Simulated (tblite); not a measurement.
Compound: C₇H₁₅NSi.
Numbering: `[CH2:1]1[CH2:2][CH:3]([C@@H:4]2[CH2:5][NH:6][SiH2:7][CH2:8]2)[CH2:9]1` (hydrogens: H10, H11 on C1; H12, H13 on C2; H14 on C3; H15 on C4; H16, H17 on C5; H18 on N6; H19, H20 on Si7; H21, H22 on C8; H23, H24 on C9)

Cartesian coordinates in Å at the GFN2-xTB level; atoms count from 1:
```
atom  x, y, z in Å
C1    -3.0287    0.1675    0.1947
C2    -2.0197   -0.9240   -0.1910
C3    -0.9162   -0.1494    0.5562
C4     0.4002    0.0688   -0.1732
C5     1.1593   -1.2429   -0.3914
N6     2.5052   -0.8783   -0.7823
Si7    3.0600    0.6058   -0.1254
C8     1.3427    1.0151    0.5762
C9    -1.8675    1.0578    0.6600
H10   -3.6840   -0.1328    1.0100
H11   -3.6368    0.5621   -0.6169
H12   -1.8397   -0.9703   -1.2635
H13   -2.2330   -1.9268    0.1742
H14   -0.7153   -0.5860    1.5380
H15    0.1979    0.4997   -1.1596
H16    1.1513   -1.8373    0.5342
H17    0.6904   -1.8424   -1.1782
H18    3.0864   -1.6514   -1.0581
H19    3.5207    1.4836   -1.2045
H20    4.0733    0.5094    0.9337
H21    1.0319    2.0496    0.4531
H22    1.3048    0.7975    1.6445
H23   -1.9709    1.5048    1.6466
H24   -1.6239    1.8397   -0.0568
```

Method: GFN2-xTB as coded in tblite; computed harmonic values from a numerical Hessian at the method's own geometry, unscaled. Against measured fundamentals such values can be off by several per cent, at times by over 20. Modes of hydrogen on silicon can be 10 to 20 % off. One conformer, not necessarily the lowest.

Harmonic wavenumbers (cm⁻¹): 66.7, 76.3, 105.6, 138.4, 152.9, 289.0, 338.1, 387.9, 403.4, 450.5, 500.2, 531.2, 554.7, 670.5, 700.1, 776.5, 798.0, 809.0, 818.1, 822.1, 860.2, 896.3, 954.5, 990.3, 996.7, 1036.5, 1042.7, 1070.8, 1087.1, 1103.7, 1139.0, 1141.3, 1159.0, 1187.2, 1188.8, 1217.5, 1226.0, 1235.4, 1242.6, 1255.7, 1258.5, 1265.3, 1292.0, 1321.2, 1354.5, 1368.4, 1476.0, 1477.8, 1493.7, 1497.0, 1505.7, 2196.6, 2241.1, 2849.5, 2927.9, 2934.9, 2944.8, 2977.1, 2991.3, 3000.0, 3008.5, 3012.7, 3015.4, 3018.5, 3020.4, 3484.4.

A = 3607, B = 735.4, C = 642.1 MHz; mass 141.097 u (most abundant isotopes); point group C1, symmetry number 1.

Problem. What is the zero-point energy?

Solution. Half the sum of the wavenumbers: 45177 cm⁻¹ = 129.17 kcal/mol.

Problem. Entropy at 298.15 K, 1 bar (ideal gas, RRHO, classical rotation)?

Solution. Translation 40.77, rotation 29.62, vibration 27.55: S = 97.9 cal/(mol K).

Problem. And Cp and H(298.15 K) − H(0)?

Solution. Cp = 40.89 cal/(mol K), of which vibrations give 32.94 (their classical limit is 66 R = 131.2); H(298.15 K) − H(0) = 6.88 kcal/mol without the zero-point energy, 4.51 from vibrations.

Problem. Blend soft modes into free rotors: weight 1/[1 + (100 cm⁻¹/ν̃)⁴] for the oscillator and the rest for a rotor with moment μB/(μ + B), μ = h/(8π²ν), B = 10⁻⁴⁴ kg m². What vibrational entropy results?

Solution. 25.76 cal/(mol K) in place of 27.55, which changes −T·S at 298.15 K by +0.53 kcal/mol.

Problem. What must be added to the electronic energy to get the Gibbs energy at 298.15 K and 1 bar?

Solution. ZPE + [H(298.15 K) − H(0)] − T·S = 129.17 + 6.88 − 29.20 = 106.85 kcal/mol.

Problem. How do the functions run with temperature in this model?

Solution. 
| T (K) | S (cal/(mol K)) | Cp (cal/(mol K)) | H − H(0) (kcal/mol) | G − H(0) (kcal/mol) | ln q(vib) |
| --- | --- | --- | --- | --- | --- |
| 150 | 77.2 | 22.5 | 2.26 | -9.33 | 2.62 |
| 250 | 91.3 | 34.3 | 5.07 | -17.77 | 5.04 |
| 400 | 111.9 | 54.8 | 11.76 | -33.01 | 8.93 |
| 600 | 138.6 | 76.7 | 25.05 | -58.10 | 14.50 |
| 900 | 174.0 | 97.4 | 51.44 | -105.12 | 22.94 |

q(vib) and H(0) count from the zero-point level.

Hindered rotation and anharmonicity are outside this model. Other conformers, if any are populated, would add a mixing term that is left out. The structure is chiral; the term R ln 2 for an equal mix with its mirror image is left out.

Hardware: Intel Xeon 6975P-C, one thread, no GPU, shared host with 192 logical CPUs at a one-minute load of 45. Cost: 0.94 s wall. The figure is for the frequency step alone.
